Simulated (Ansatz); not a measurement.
A series at Ga: from `[I][Ga]([I])[I]`, ligands are replaced one by one, each step taking up H₂ and setting free HI; n counts the steps. Ansatz, PBE0-D4/def2-TZVP geometries.

CBS adds triple-zeta CCSD(T) − MP2 to the MP2 limit, frozen cores; atoms without spin–orbit coupling. Elements past krypton have def2 core potentials. Outer-core shells of Ga, I are correlated without core-valence functions. Scalar relativity is left out up to krypton. Spin–orbit coupling is left out.

| n | molecule | atomization energy, CCSD(T)/CBS (kJ/mol) |
| --- | --- | --- |
| 0 | `[I][Ga]([I])[I]` | 844.4 |
| 1 | `[I][GaH][I]` | 849.4 |
| 2 | `[GaH2][I]` | ? |
| 3 | `[GaH3]` | 835.8 |

**Question.** By hand: fit a straight line y = ȳ + b (n − n̄) to the 3 given rows and predict n = 2.

**Answer.** n̄ = 1.333, ȳ = 843.20; Σ(n − n̄)(y − ȳ) = -16.00, Σ(n − n̄)² = 4.667, so b = -3.43 kJ/mol a step. Prediction: 843.20 + (-3.43) × (0.667) = 840.9 kJ/mol.

**Question.** By hand: compare with the computed value, 847.2 kJ/mol, and give the steps along the whole series.

**Answer.** The line misses by 6.3 kJ/mol (computed minus predicted). Steps: 5.0, -2.2, -11.4 kJ/mol.

The steps change sign along the series, so a line is a poor guide. The miss is 46.3 % of the series' range. The energies themselves are unsure by some kJ/mol a bond, though much of that is common to the series.
